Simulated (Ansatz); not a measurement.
Program: Ansatz. Geometries: PBE0-D4/def2-TZVP. ΔE: electronic, gas phase. CCSD(T)/CBS is the MP2 limit (def2-TZVPP, def2-QZVPP) plus CCSD(T) − MP2 in def2-TZVPP, frozen cores. This one scheme is used for every species. DFT in def2-TZVPP. def2 core potentials past Kr. For I, In outer-core shells are correlated without core-valence functions, which leaves a few kJ/mol of doubt a bond.

Reaction (ligand exchange at the In–C bond): `[CH3][In]([CH3])[F]` + HI → `[CH3][In]([F])[I]` + CH₄

Task: Is it downhill or uphill in electronic energy at CCSD(T)/CBS, and by how much? (Estimate.)

Result: Ansatz gave: Downhill: ΔE = -40.5 kcal/mol.

Task: What do these levels give: LDA (SPW92), r2SCAN0, CCSD(T)/def2-SVP, CCSD(T)/def2-TZVPP, HF/def2-QZVPP, HF/CBS(def2)? (Estimate.)

Result: Ansatz gave: LDA (SPW92) -36.8, r2SCAN0 -41.7, CCSD(T)/def2-SVP -42.0, CCSD(T)/def2-TZVPP -38.1, HF/def2-QZVPP -45.6, HF/CBS(def2) -45.6 kcal/mol.

Largest T1 diagnostic among the species: 0.014.

From r2SCAN to r2SCAN0 (25 % exact exchange), in def2-TZVPP and without D4, ΔE moves by −0.8 kcal/mol. Leaving LDA and LC-ωPBE aside and taking each functional with its dispersion term where it has one, the values, not all of them listed here, spread over 4.3 kcal/mol, from BHLYP-D4 to revPBE-D4. LDA lies +2.0 kcal/mol from PBE without D4.
